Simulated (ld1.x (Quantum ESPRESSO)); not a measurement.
**Ga: excitation energies, all-electron against PAW**

```json
{"Element": "Ga", "Generator": "ld1.x (Quantum ESPRESSO) 7.5", "Type": "PAW", "Functional": "PBE", "Relativity": "scalar-relativistic", "Frozen core": "[Ar]", "Valence charge": "13", "Reference configuration": "3d10 4s2 4p1", "Partial waves": "4s (bound): rcut 1.20, rcutus 1.65 bohr; 4s channel at 0.05 Ry: rcut 1.20, rcutus 1.65 bohr; 4p (bound): rcut 1.70, rcutus 2.20 bohr; 4p channel at 0.45 Ry: rcut 1.70, rcutus 2.20 bohr; 3d (bound): rcut 1.20, rcutus 1.55 bohr; 3d channel at -0.75 Ry: rcut 1.20, rcutus 1.55 bohr", "Local potential": "all-electron potential smoothed inside 1.55 bohr (lloc = -1)", "Core correction": "Bessel-smoothed model core inside 1.50 bohr", "Augmentation charge": "BESSEL, radius 1.00 bohr"}
```

Energies are relative to the spin-unpolarised reference configuration 3d10 4s2 4p1; without spin polarisation the order of configurations can differ from experiment. The frozen-core shift is the all-electron ΔE with the core orbitals held at their reference shape minus the fully relaxed ΔE.

**Question.** Give the all-electron excitation energy and the error of the potential for: 3d10 4s2 4p0; 3d10 4s1 4p0; 3d10 4s0 4p0; 3d9 4s2 4p1; 3d9 4s2 4p2; 3d10 4s2 4p0.5; 3d10 4s1 4p1.

**Answer.**

| valence configuration | charge | ΔE all-electron (eV) | error AE − PS (meV) | frozen-core shift (meV) |
| --- | --- | --- | --- | --- |
| 3d10 4s2 4p0 | +1 | 5.688 | -0.7 | +0.7 |
| 3d10 4s1 4p0 | +2 | 26.816 | -4.6 | +4.3 |
| 3d10 4s0 4p0 | +3 | 58.088 | -15 | +14 |
| 3d9 4s2 4p1 | +1 | 27.696 | -244 | +203 |
| 3d9 4s2 4p2 | 0 | 20.315 | -232 | +201 |
| 3d10 4s2 4p0.5 | +0.5 | 2.030 | -0.2 | +0.2 |
| 3d10 4s1 4p1 | +1 | 13.060 | -2.2 | +1.8 |

Levels in the configuration 3d9 4s2 4p1:

```
level  all-electron (eV)  pseudo (eV)
   3d            -36.915      -37.445
   4s            -19.323      -19.327
   4p            -11.113      -11.130
```
